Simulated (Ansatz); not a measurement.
Basis-set extrapolation for CH$_{5}$NO$_{3}$Si (`N[Si](O)(O)C=O`) (PBE0-D4/def2-TZVP geometry, frozen core, Ansatz 0.2.0). Multiplicity 1, RHF reference.

```tsv
	def2-TZVPP	def2-QZVPP
HF	-609.040665	-609.065556
MP2 correlation	-1.189637	-1.283561
CCSD(T) correlation	-1.258534	not run
```

Energies in hartree. Use E(X) = E(∞) + A·exp(−7.88·√X) for Hartree–Fock and E(X) = E(∞) + B·X^(−2.97) for correlation, with X = 3 and 4, and add CCSD(T) minus MP2 of the smaller set to the MP2 limit.

**Question.** What is the CCSD(T) energy at the basis-set limit?

**Answer.** HF limit: -609.065556 + (-0.024891) × 0.13774 = -609.06898. MP2 limit: -1.283561 + (-0.093924) × 0.74074 = -1.35313. Higher-order term: -1.258534 − (-1.189637) = -0.06890. Total: -610.49101 hartree, 503.6 kJ/mol below CCSD(T)/def2-TZVPP.
